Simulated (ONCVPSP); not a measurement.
Si, ONCV: configuration errors across variants

```
Element                 : Si
Generator               : ONCVPSP 4.0.1
Type                    : optimised norm-conserving Vanderbilt (ONCV)
Functional              : BLYP
Relativity              : scalar-relativistic
Frozen core             : [He]
Valence charge          : 12
Reference configuration : 2s2 2p6 3s2 (charge +2)
Partial waves           : 2s+3s: rc 1.00 bohr, ncon 3, nbas 7, qcut 13.9 1/bohr, 2 projectors; 2p: rc 0.95 bohr, ncon 4, nbas 9, qcut 12.4 1/bohr, 2 projectors, debl 2.2 Ha
Local potential         : polynomial inside 0.75 bohr (lpopt 3, dvloc0 -1 Ha)
Core correction         : none
```

In the p channel the program set the typed energies aside and used -4.297, 0.250 Ha.

All-electron excitation energies from the reference (eV): (1) 2s2 2p6 3s2 3p2 -23.478; (2) 2s2 2p6 3s2 3p1 -15.889; (3) 2s2 2p6 3s1 34.004; (4) 2s2 2p6 3s0 79.470.

Errors AE − PS in meV (a dash: test not solved or not reliable):

| change | (1) | (2) | (3) | (4) | bound ghosts | GHOST(+) flags above zero |
| --- | --- | --- | --- | --- | --- | --- |
| base | +3.3 | +1.5 | -2.4 | -11 | none | none |
| p: rc 0.66; local potential polynomial inside 0.66 bohr (lpopt 3, dvloc0 -1 Ha) | +2.6 | +1.2 | -1.8 | -7.9 | none | none |
| p: rc 0.74; local potential polynomial inside 0.74 bohr (lpopt 3, dvloc0 -1 Ha) | +2.7 | +1.3 | -2.1 | -8.1 | none | none |
| p: rc 0.86 | +3.1 | +1.4 | -2.2 | -9.6 | none | none |
| p: rc 1.02 | +3.3 | +1.5 | -2.6 | -12 | none | none |
| p: rc 1.14 | +3.2 | +1.4 | -3.1 | -15 | none | none |
| p: rc 1.2 | +2.8 | +1.2 | -3.5 | -17 | none | none |
| p: rc 1.26 | +2.3 | +0.9 | -4.1 | -21 | none | none |
| p: rc 1.38 | +1.9 | +0.6 | -5.9 | -33 | none | none |

**Question.** Give the same row for: p: rc 0.9.

**Answer.** +3.2, +1.5, -2.3, -10; bound ghosts: none; GHOST(+) flags above zero: none.
